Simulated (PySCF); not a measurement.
C3H4BClO. Atoms are numbered in the order given.

```xyz
10

B     -0.1325    -0.1690     0.0000
C     -0.4114    -1.6718     0.0000
C     -0.6083    -2.8717     0.0000
H     -0.7851    -3.9325     0.0000
Cl     1.5569     0.3821     0.0000
O     -1.1535     0.6932     0.0000
C     -1.0758     2.0977     0.0000
H     -1.5922     2.4802    -0.8927
H     -1.5922     2.4802     0.8927
H     -0.0344     2.4513     0.0000
```
Charge 0, spin multiplicity 1.

The structure is a stationary point at PBE0-D3(BJ)/def2-SVP. The structure was generated by enumeration, and PubChem lists no compound with its InChIKey, so it may never have been made. The values are those of a single conformer.

Computed with PBE0-D3(BJ)/def2-SVP (PySCF).

Frequencies are harmonic and unscaled.

| mode | ν (cm⁻¹) | IR (km/mol) | moving atoms (share of kinetic energy) |
|---|---|---|---|
| 1 | 43 | 0.1 | H 97 % |
| 2 | 132 | 7.3 | C 37 %, O 30 %, H 24 %, B 9 % |
| 3 | 137 | 3.0 | C 49 %, Cl 20 %, H 16 %, O 9 % |
| 4 | 230 | 5.5 | C 43 %, Cl 35 %, H 17 % |
| 5 | 268 | 0.0 | C 57 %, O 21 %, H 14 % |
| 6 | 421 | 1.4 | C 53 %, O 27 %, H 10 % |
| 7 | 467 | 8.4 | C 62 %, Cl 17 %, O 12 %, H 9 % |
| 8 | 574 | 10.9 | C 31 %, O 29 %, Cl 26 %, B 8 % |
| 9 | 597 | 33.4 | B 74 %, C 17 % |
| 10 | 717 | 35.1 | H 74 %, C 25 % |
| 11 | 768 | 27.2 | H 74 %, C 26 % |
| 12 | 1042 | 318.6 | B 56 %, C 18 %, O 16 % |
| 13 | 1094 | 43.2 | B 42 %, C 34 %, O 17 % |
| 14 | 1187 | 0.3 | H 76 %, C 19 % |
| 15 | 1191 | 44.3 | H 69 %, C 19 % |
| 16 | 1412 | 353.6 | H 43 %, B 23 %, O 17 %, C 16 % |
| 17 | 1472 | 4.7 | H 96 % |
| 18 | 1475 | 4.9 | H 97 % |
| 19 | 1516 | 267.0 | H 45 %, B 28 %, O 26 % |
| 20 | 2204 | 99.6 | C 89 %, H 9 % |
| 21 | 3060 | 46.5 | H 98 % |
| 22 | 3164 | 12.7 | H 90 %, C 10 % |
| 23 | 3171 | 7.6 | H 90 %, C 10 % |
| 24 | 3479 | 48.1 | H 86 %, C 14 % |
